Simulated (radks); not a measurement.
Problem. All-electron atom: the zirconium ion Zr+ in [Kr] 4d2 5s1. Calculated with a radial shooting solver on a logarithmic mesh with Libxc functionals: scalar-relativistic Kohn-Sham, BLYP, spin-polarised, spherical densities, finite nucleus; open shells are filled with parallel spins first (spin-orbit coupling, left out, can overturn this in heavy ions); Fermi nuclear charge, rms radius 4.2694 fm. Some entries of the table are withheld. Estimate them.

| orbital | occ. | eigenvalue (eV) | <1/r> (bohr^-1) | r(max) (bohr) |
|---|---|---|---|---|
| 1s up | 1 | -17834.74 | 41.26 | 0.02414 |
| 1s down | 1 | -17834.73 | 41.26 | 0.02414 |
| 2s up | 1 | -2476.749 | 9.249 | 0.1370 |
| 2s down | 1 | -2476.582 | 9.250 | 0.1370 |
| 2p up | 3 | -2209.679 | 9.014 | 0.1094 |
| 2p down | 3 | -2209.552 | 9.014 | 0.1094 |
| 3s up | 1 | -410.9633 | 3.139 | 0.4082 |
| 3s down | 1 | -410.8515 | 3.139 | 0.4082 |
| 3p up | 3 | -323.9944 | 2.981 | 0.4022 |
| 3p down | 3 | -323.8725 | 2.980 | 0.4022 |
| 3d up | 5 | -181.1780 | 2.740 | 0.3471 |
| 3d down | 5 | -181.0051 | 2.740 | 0.3472 |
| 4s up | 1 | (1) | (2) | 1.078 |
| 4s down | 1 | (3) | (4) | 1.075 |
| 4p up | 3 | -39.3463 | 0.9755 | 1.180 |
| 4p down | 3 | -38.1694 | 0.9816 | 1.175 |
| 5s up | 1 | -10.3765 | 0.3813 | 2.965 |
| 4d up | 2 | (5) | 0.6236 | 1.598 |
| 4d down | 0 | (6) | 0.6240 | 1.584 |
| 5p up | 0 | -6.5063 | 0.3058 | 3.622 |

Solution. 
(1) 4s up eigenvalue (eV): -61.3441
(2) 4s up <1/r> (bohr^-1): 1.116
(3) 4s down eigenvalue (eV): -60.3100
(4) 4s down <1/r> (bohr^-1): 1.121
(5) 4d up eigenvalue (eV): -10.3737
(6) 4d down eigenvalue (eV): -8.9794
